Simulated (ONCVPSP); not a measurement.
u(r) = r·R(r): atom against pseudo-atom (calcium (Ca))

Columns: radius, all-electron u(r) and pseudo u(r) of the 3p shell (level -28.33 eV) of calcium in the configuration [Ne] 3s2 3p6 4s1.75 4p0.25; LDA (Perdew-Wang 92), scalar-relativistic, ONCV scheme, ONCVPSP 4.0.1.

| r (bohr) | all-electron | pseudo |
| --- | --- | --- |
| 0.108 | -0.3483 | 0.0288 |
| 0.215 | -0.4729 | 0.1097 |
| 0.322 | -0.2837 | 0.2319 |
| 0.430 | 0.0312 | 0.3803 |
| 0.538 | 0.3439 | 0.5352 |
| 0.645 | 0.5959 | 0.6773 |
| 0.752 | 0.7749 | 0.7940 |
| 0.860 | 0.8861 | 0.8776 |
| 0.968 | 0.9390 | 0.9239 |
| 1.075 | 0.9477 | 0.9351 |
| 1.182 | 0.9253 | 0.9175 |
| 1.290 | 0.8815 | 0.8776 |
| 1.398 | 0.8247 | 0.8232 |
| 1.505 | 0.7614 | 0.7610 |
| 1.612 | 0.6955 | 0.6954 |
| 1.720 | 0.6293 | 0.6293 |
| 1.828 | 0.5654 | 0.5653 |
| 1.935 | 0.5055 | 0.5055 |
| 2.042 | 0.4499 | 0.4499 |
| 2.150 | 0.3984 | 0.3984 |
| 2.258 | 0.3516 | 0.3516 |
| 2.365 | 0.3098 | 0.3098 |
| 2.472 | 0.2724 | 0.2724 |
| 2.580 | 0.2387 | 0.2387 |
| 2.688 | 0.2088 | 0.2088 |
| 2.795 | 0.1827 | 0.1826 |

Task: How many radial nodes do the two functions have?

Result: The all-electron 3p function has n − l − 1 = 1; the pseudo-wave has 0, since the states of the same l below it are removed with the core.

Task: At about which radius was the pseudo-wave matched?

Result: 1.75 bohr. The columns agree to 0.0005 from 1.50 bohr on; several derivatives are matched, so the curves merge somewhat inside the radius.

Task: Where does each function peak?

Result: Outermost all-electron maximum near 1.07 bohr, pseudo maximum near 1.07 bohr (to the table’s step).

Task: Is the pseudo-wave norm-conserving?

Result: Yes: the ONCV scheme keeps the norm inside the radius equal to the all-electron one, which fixes the energy derivative of the logarithmic derivative at the level.
